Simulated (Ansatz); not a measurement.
Reaction (redistribution): `[NH2][Al]([NH2])[Br]` + `CC(O)O[SiH3]` → `[CH3][Al]([NH2])[Br]` + `NC(O)O[SiH3]`

Program: Ansatz. Geometries: PBE0-D4/def2-TZVP. ΔE: electronic, gas phase. CCSD(T)/CBS adds triple-zeta CCSD(T) − MP2 to the extrapolated MP2 energy (def2 sets, frozen cores). Functionals use def2-TZVPP. For Br outer-core shells are correlated without core-valence functions, which leaves a few kJ/mol of doubt a bond. Scalar relativity is left out up to krypton. One conformer a species, not always the lowest.

| level | ΔE (eV) |
| --- | --- |
| ωB97X-V | 0.79 |
| r2SCAN | 0.79 |
| PBE0 | 0.74 |
| SCS-MP2/def2-TZVPP | 0.87 |
| CCSD(T)/def2-TZVPP | 0.82 |
| HF/def2-QZVPP | 0.89 |
| SCS-MP2/def2-QZVPP | 0.89 |
| MP2/CBS(def2) | 0.89 |

Q: What does CCSD(T)/CBS give? (Estimate.)

A: Computed: +0.85 eV. The listed levels differ from it by -0.06, -0.06, -0.11, 0.02, -0.03, 0.04, 0.04, 0.04 eV.

Largest T1 diagnostic among the species: 0.011.

From PBE to PBE0 (25 % exact exchange), in def2-TZVPP and without D4, ΔE moves by +0.03 eV.
